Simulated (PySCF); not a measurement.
Several structures and their simulated spectra, in scrambled order.

A. SMILES C[SiH2]C/C=C\CC#N
B. SMILES Cn1nc2ccc(C#N)cc2n1
C. `InChI=1S/C6H8NOP/c1-9(8)6-4-2-3-5-7-6/h2-5,9H,1H3`
D. SMILES C#C[C@](C)(C=C)N[SiH3]

Spectrum 1. 13C{1H} NMR (computed): δ 164.5 (C), 155.1 (CH), 142.3 (CH), 134.3 (CH), 130.1 (CH), 18.2 (CH3).

Spectrum 2. 13C{1H} NMR (computed): δ 150.2 (C), 149.9 (C), 134.5 (CH), 132.3 (CH), 125.5 (CH), 124.9 (C), 114.3 (C), 43.6 (CH3).

Spectrum 3. 13C{1H} NMR (computed): δ 151.0 (CH), 118.5 (CH2), 92.6 (C), 80.0 (CH), 53.4 (C), 30.3 (CH3).

Spectrum 4. 13C{1H} NMR (computed): δ 140.2 (CH), 123.4 (CH), 122.8 (C), 18.6 (CH2), 16.1 (CH2), -5.7 (CH3).

PySCF 2.14 calculation with shielding tensors at PBE0/pcSseg-1 (GIAO) and geometry: GFN2-xTB; rapidly exchanging positions averaged, one conformer, no solvent model, non-relativistic.

Chemical shifts δ = σref − σ; 13C (σref 186.93) against TMS, all at this level. Splittings of carbon signals by F and P are missing where no couplings were computed. Shifts are as computed. Against solution values, carbons near 30 ppm lie about +3 ppm off and those near 130 ppm about +5 ppm. Of 1211 compounds with measured shifts, 218 miss one by over three times the rms of a fit or turn the order of signals round; such compounds aren't used in these exercises.

Which spectrum belongs to which compound?

Results:

1–C, 2–B, 3–D, 4–A.

- Spectrum 1 (C): 6 13C signals; δC 155.1 is an aromatic CH next to a ring nitrogen; δC 134.3 is an aromatic CH.
- Spectrum 2 (B): 8 13C signals; δC 134.5 is an aromatic CH; δC 132.3 is an aromatic CH.
- Spectrum 3 (D): 6 13C signals; δC 151.0 is an alkene CH; δC 118.5 is a terminal =CH2 carbon.
- Spectrum 4 (A): 6 13C signals; δC 140.2 is an alkene CH; δC 123.4 is an alkene CH.
